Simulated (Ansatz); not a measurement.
`C#[C][Al]([NH2])[F]` and `N[SiH2][Al]([NH2])[F]` differ in one atom or group.

Ansatz, PBE0-D4/def2-TZVP geometries, multiplicity 1. Each molecule was computed in one conformer, which needn't be the lowest.

```csv
property,`C#[C][Al]([NH2])[F]`
HOMO energy (PBE/def2-TZVPP) / eV,-6.37
LUMO energy (PBE0/def2-TZVPP) / eV,-0.71
size of the dipole moment (PBE/def2-TZVPP) / D,2.19
LUMO energy (PBE/def2-TZVPP) / eV,-1.56
HOMO–LUMO gap (PBE0/def2-TZVPP) / eV,7.06
size of the dipole moment (ωB97M-V/def2-TZVPP) / D,2.18
```

Problem. What does the change do to each property? (Best estimate.)

Solution. Ansatz gave: 
```tsv
property	`N[SiH2][Al]([NH2])[F]`	shift
HOMO energy (PBE/def2-TZVPP) / eV	-5.94	0.43
LUMO energy (PBE0/def2-TZVPP) / eV	-0.82	-0.11
size of the dipole moment (PBE/def2-TZVPP) / D	2.96	0.77
LUMO energy (PBE/def2-TZVPP) / eV	-1.56	0.00
HOMO–LUMO gap (PBE0/def2-TZVPP) / eV	6.45	-0.61
size of the dipole moment (ωB97M-V/def2-TZVPP) / D	2.88	0.70
```

With PBE0 the HOMO rises by 0.51 eV and the LUMO falls by 0.11 eV, so the gap narrows by about 0.62 eV. PBE moves the HOMO by 0.43 eV and ωB97M-V by 0.71 eV. Dipoles are sizes alone; their direction can turn.
